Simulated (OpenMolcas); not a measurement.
**5d³ along the 71-electron sequence**

| Quantity | Value |
| --- | --- |
| Program | OpenMolcas |
| Method | CASSCF |
| Basis | ANO-R2 |
| Scalar Hamiltonian | X2C, finite nucleus |
| Spin-orbit coupling | RASSI with atomic mean-field integrals over the reference wave functions, term energies averaged over their components |

Active space for each ion: 3 electrons in 10 orbitals (5d 6d).

Computed levels in cm-1 above ⁴F_3/2:

| Level | Re4+ | Os5+ | Ir6+ | Pt7+ |
| --- | --- | --- | --- | --- |
| ⁴F_5/2 | 4682 | 6114 | 7725 | 9640 |
| ⁴F_7/2 | 9022 | 11416 | 14000 | 16919 |
| ⁴F_9/2 | 12486 | 15277 | 18151 | 21216 |
| ⁴P_1/2 | 16942 | 19286 | 21753 | 24381 |
| ²G_7/2 | 21137 | 24774 | 28701 | 33038 |
| ²H_9/2 | 21771 | 25541 | 29677 | 34330 |
| ⁴P_5/2 | 23228 | 27130 | 31236 | 35664 |
| ²P_1/2 | 27880 | 32550 | 37509 | 42885 |
| ²H_11/2 | 29697 | 34635 | 39853 | 45466 |
| weight of ⁴F in the lowest level (%) | 89 | 86 | 83 | 80 |

Mixed levels, with the weight of the term that names them: Re4+ ⁴F_9/2 (73 %), Re4+ ²H_9/2 (58 %), Os5+ ⁴F_9/2 (65 %), Os5+ ²H_9/2 (58 %), Ir6+ ⁴F_9/2 (58 %), Ir6+ ⁴P_1/2 (73 %), Ir6+ ²H_9/2 (57 %), Ir6+ ²P_1/2 (73 %), Pt7+ ⁴F_9/2 (50 %), Pt7+ ⁴P_1/2 (72 %), Pt7+ ²H_9/2 (56 %), Pt7+ ²P_1/2 (72 %).

Measured, with the error of the calculation in %. Measured levels: Re4+ from the list in Brasseur, Gamrath and Quinet, At. Data Nucl. Data Tables 157, 101636 (2024); Os5+ from the list in Brasseur, Palmeri and Quinet, Atoms 13, 11 (2025).

```csv
Level,Re4+,Os5+
⁴F_5/2,4853 (-3.5),6397 (-4.4)
⁴F_7/2,8973 (+0.5),11444 (-0.2)
⁴F_9/2,11914 (+4.8),14678 (+4.1)
⁴P_1/2,14325 (+18.3),16772 (+15.0)
²G_7/2,19013 (+11.2),22920 (+8.1)
²H_9/2,19967 (+9.0),24028 (+6.3)
⁴P_5/2,20922 (+11.0),24828 (+9.3)
²P_1/2,23669 (+17.8),28860 (+12.8)
²H_11/2,27077 (+9.7),32156 (+7.7)
```

The fine-structure level ⁴F_9/2 changes by a factor of 1.7 from Re4+ to Pt7+. Its fourth root runs 10.57, 11.12, 11.61, 12.07, with steps per unit of Z of 0.55, 0.49, 0.46; equal steps would mean a (Z - σ)^4 law with constant σ.

⁴P_1/2 changes by a factor of 1.44 over the same range, with steps per unit of Z of +2340, +2470, +2630 cm-1.

Without dynamic correlation excited terms often stand tens of per cent too high (terms of higher spin than the ground term too low), and those without a measured partner can miss by more than the paired ones. Active for correlation alone: 6d; no level in the range computed is led by a configuration that fills it, so any true level of that kind is missing. Computed and measured levels are paired by configuration, term and J; levels that our copy of the source lacks, or whose pairing is in doubt (as where it misses far off the trend of its configuration), stay unpaired and out of the deviations. Only configurations of the active space appear.
